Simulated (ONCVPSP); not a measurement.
**iridium, ONCV: configuration errors across variants**

iridium, optimised norm-conserving Vanderbilt (ONCV), made with ONCVPSP 4.0.1 (revPBE, fully relativistic). Core [Kr] 4d10 4f14, reference 5s2 5p6 5d7 (charge +2). Waves: 5s: rc 1.10 bohr, ncon 3, nbas 6, qcut 5.8 1/bohr, 2 projectors, debl 2.8 Ha; 5p: rc 1.85 bohr, ncon 4, nbas 7, qcut 6.9 1/bohr, 2 projectors, debl 1.2 Ha; 5d: rc 2.20 bohr, ncon 3, nbas 8, qcut 6 1/bohr, 2 projectors, debl 0.8 Ha. Local part: polynomial inside 0.75 bohr (lpopt 5, dvloc0 4 Ha). Core correction: none.

Open shells are filled in proportion to 2j + 1.

In the s channel the program set the typed energies aside and used -4.237, 0.250 Ha. In the p channel the program set the typed energies aside and used -2.521, 0.250 Ha (j = l + 1/2; the other j can differ). In the d channel the program set the typed energies aside and used -0.874, 0.250 Ha (j = l + 1/2; the other j can differ).

All-electron excitation energies from the reference (eV): (1) 5s2 5p6 5d7 6s2 -27.133; (2) 5s2 5p6 5d7 6s1 -17.338; (3) 5s2 5p6 5d6 30.451; (4) 5s2 5p6 5d8 -18.640.

1 further variants failed, have other tests or another functional or relativity, and are left out.

A true bound ghost makes a file unfit for plane-wave use even where its test errors are small: the radial tests pick states by their node count and pass the ghost by.

Errors AE − PS in meV (a dash: test not solved or not reliable):

```csv
change,(1),(2),(3),(4),bound ghosts,GHOST(+) flags above zero
base,+2.6,+0.2,+13,+6.4,s,"p3/2, d5/2, p1/2, d3/2"
"all radii scaled by about 1.05 (s 1.16, p 1.94, d 2.30 bohr); local potential polynomial inside 0.78 bohr (lpopt 5, dvloc0 4 Ha)",+0.9,-0.7,+18,+8.4,s,"p3/2, d5/2, p1/2, d3/2"
d: nproj 3,+2.9,+0.2,+13,+6.4,s,"p3/2, d5/2, p1/2, d3/2"
p: qcut 5,+2.3,+0.1,+13,+6.3,s,"p3/2, d5/2, p1/2, d3/2"
s: qcut 3.6; p: qcut 4.3; d: qcut 3.8,-25,-13,+73,+47,"s, p1/2","p3/2, d3/2"
"s: ncon 5, nbas 8",+5.2,+1.2,+13,+6.4,s,"p3/2, d5/2, p1/2, d3/2"
s: rc 1.5,-0.8,-0.5,+12,+6.2,s,"p3/2, d5/2, p1/2, d3/2"
"local potential polynomial inside 0.90 bohr (lpopt 5, dvloc0 0 Ha)",+5.3,+1.7,+13,+6.3,s,"p3/2, d5/2, p1/2, d3/2"
p: rc 1.26,+2.9,+0.3,+13,+6.5,s,"p3/2, d5/2, p1/2, d3/2"
d: qcut 5.9,+2.7,+0.1,+14,+7.0,s,"p3/2, d5/2, p1/2, d3/2"
```

Give the same row for: core correction Teter function, fcfact 5, rcfact 1.5.

-5.9, -2.7, +11, +6.1; bound ghosts: s; GHOST(+) flags above zero: p3/2, d5/2, p1/2, d3/2.
